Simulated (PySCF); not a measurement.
Coordinates in bohr (charge 0 multiplicity 4):
```
Nb    0.0000    0.0000    0.0000
O     3.5723    0.0000    0.0000
O    -3.5723    0.0000    0.0000
H     5.4002    0.0000    0.0000
H    -5.4002    0.0000    0.0000
```

Method: UPBE in PySCF with Nb def2-SVP with ECP28, O def2-SVP, H def2-SVP; scalar-relativistic core potentials, no spin–orbit coupling; density-fitted integrals.

This geometry of Nb(OH)2 is a stationary point at this level.

Question: What is the point group?

Answer: D∞h.

Question: Is it a minimum?

Answer: Yes: all harmonic wavenumbers are real, though the softest, 39 cm⁻¹, leaves little margin.

Question: List the harmonic modes with their infrared intensities.

Answer: 
```json
{"symmetry": "πu", "ω (cm⁻¹)": "39", "IR (km/mol, summed over degenerate members)": "62.7"}
{"symmetry": "πu", "ω (cm⁻¹)": "447", "IR (km/mol, summed over degenerate members)": "283"}
{"symmetry": "πg", "ω (cm⁻¹)": "495", "IR (km/mol, summed over degenerate members)": "0.0"}
{"symmetry": "σg+", "ω (cm⁻¹)": "714", "IR (km/mol, summed over degenerate members)": "0.0"}
{"symmetry": "σu+", "ω (cm⁻¹)": "729", "IR (km/mol, summed over degenerate members)": "233"}
{"symmetry": "σu+", "ω (cm⁻¹)": "3853", "IR (km/mol, summed over degenerate members)": "486"}
{"symmetry": "σg+", "ω (cm⁻¹)": "3856", "IR (km/mol, summed over degenerate members)": "0.0"}
```

Question: What are the dipole moment and the gap between the highest occupied and lowest empty levels of either spin?

Answer: 0.00 D and 1.44 eV.

Question: Give the atomic charges and bond orders.

Answer: 
```csv
atom,Mulliken,Löwdin,polar tensor,spin (Mulliken),Mayer order to Nb1
Nb1,0.37,-0.03,0.71,3.18,–
"O2,3",-0.38,-0.09,-0.69,-0.09,1.28
"H4,5",0.19,0.11,0.33,0.00,0.05
```
Other Mayer orders above 0.3: O–H 0.93 (×2).

In D∞h the vibrations span 2πu + πg + 2σg+ + 2σu+. The πg, σg+ modes carry no infrared intensity, as symmetry demands. With a centre of inversion only u modes can be infrared active and only g modes Raman active.

Other isomers or separated fragments may lie lower. Open d and f shells are described by one determinant, and the ground state may have another occupation or spin.
